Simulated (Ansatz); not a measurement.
The inner images of a band of CH₆FNOSSi (12 atoms, charge 0, multiplicity 1) are given out of order.

These are results of RKS BLYP/STO-3G (Ansatz), not measurements.

First end point:

```xyz
12
Properties=species:S:1:pos:R:3
N -0.805 -0.687 -1.061
C 0.072 -0.662 0.270
F 1.006 -1.730 0.217
S -1.169 -0.899 1.672
Si 0.854 1.144 0.135
O -0.157 1.908 -1.025
H -0.207 -1.255 -1.749
H -1.638 -1.340 -0.883
H -0.317 -0.403 2.632
H 2.259 1.009 -0.274
H 0.859 1.824 1.431
H -0.683 1.035 -1.331
```

Last end point:

```xyz
12
Properties=species:S:1:pos:R:3
N -0.804 -0.644 -0.852
C 0.191 -0.482 0.398
F 1.107 -1.563 0.353
S -0.793 -0.477 1.996
Si 0.948 1.299 0.014
O -0.086 1.900 -1.219
H -0.317 -1.374 -1.474
H -1.672 -1.169 -0.501
H -1.174 -1.798 1.873
H 2.346 1.118 -0.396
H 0.966 2.137 1.215
H -0.635 1.000 -1.373
```

**Question.** Put them in order from the first end to the last, with their energies above the first end.
A.
```xyz
12
Properties=species:S:1:pos:R:3
N -0.804 -0.687 -1.052
C 0.133 -0.714 0.250
F 1.091 -1.742 0.058
S -0.978 -1.107 1.726
Si 0.872 1.117 0.170
O -0.160 1.888 -0.962
H -0.289 -1.313 -1.758
H -1.682 -1.254 -0.813
H -0.582 -0.011 2.454
H 2.278 1.008 -0.242
H 0.866 1.754 1.490
H -0.669 1.005 -1.285
```
B.
```xyz
12
Properties=species:S:1:pos:R:3
N -0.810 -0.667 -0.788
C 0.273 -0.650 0.374
F 1.148 -1.757 0.240
S -0.659 -0.775 2.032
Si 1.062 1.125 0.065
O -0.234 1.986 -0.679
H -0.264 -1.048 -1.633
H -1.480 -1.482 -0.578
H -1.897 -0.660 1.444
H 2.246 0.960 -0.790
H 1.509 1.767 1.299
H -0.816 1.145 -0.952
```
C.
```xyz
12
Properties=species:S:1:pos:R:3
N -0.774 -0.669 -0.806
C 0.252 -0.575 0.402
F 1.121 -1.697 0.374
S -0.740 -0.482 2.006
Si 1.034 1.191 0.035
O -0.243 1.988 -0.804
H -0.193 -1.116 -1.596
H -1.466 -1.459 -0.570
H -1.783 -1.252 1.541
H 2.255 1.001 -0.761
H 1.420 1.893 1.257
H -0.806 1.121 -1.042
```
D.
```xyz
12
Properties=species:S:1:pos:R:3
N -0.814 -0.660 -0.860
C 0.251 -0.715 0.330
F 1.141 -1.796 0.140
S -0.731 -1.028 1.930
Si 1.048 1.078 0.134
O -0.217 1.969 -0.623
H -0.282 -1.071 -1.700
H -1.538 -1.428 -0.651
H -1.716 -0.140 1.566
H 2.261 0.923 -0.683
H 1.459 1.678 1.402
H -0.786 1.135 -0.949
```
E.
```xyz
12
Properties=species:S:1:pos:R:3
N -0.772 -0.658 -0.839
C 0.201 -0.508 0.418
F 1.087 -1.616 0.440
S -0.835 -0.406 1.977
Si 0.988 1.251 0.011
O -0.203 1.966 -1.003
H -0.195 -1.231 -1.543
H -1.548 -1.349 -0.563
H -1.440 -1.630 1.776
H 2.285 1.011 -0.637
H 1.249 2.039 1.214
H -0.740 1.074 -1.216
```
F.
```xyz
12
Properties=species:S:1:pos:R:3
N -0.803 -0.685 -0.939
C 0.222 -0.740 0.294
F 1.129 -1.805 0.097
S -0.795 -1.098 1.857
Si 0.992 1.073 0.157
O -0.233 1.921 -0.701
H -0.281 -1.180 -1.739
H -1.590 -1.376 -0.702
H -1.363 0.155 1.850
H 2.275 0.944 -0.549
H 1.278 1.674 1.459
H -0.756 1.061 -1.052
```
G.
```xyz
12
Properties=species:S:1:pos:R:3
N -0.809 -0.686 -0.997
C 0.191 -0.736 0.261
F 1.126 -1.771 0.026
S -0.827 -1.164 1.800
Si 0.933 1.095 0.170
O -0.185 1.894 -0.858
H -0.321 -1.277 -1.750
H -1.660 -1.282 -0.727
H -1.012 0.151 2.157
H 2.302 0.991 -0.353
H 1.035 1.714 1.493
H -0.696 1.014 -1.187
```

**Answer.** A (+0.014 eV), G (+0.029 eV), F (+0.041 eV), D (+0.082 eV), B (+0.126 eV), C (+0.046 eV), E (-0.019 eV).

The run took 4.4 min on 1 thread of Arm Neoverse V2 (shared host), peak memory 0.1 GiB.
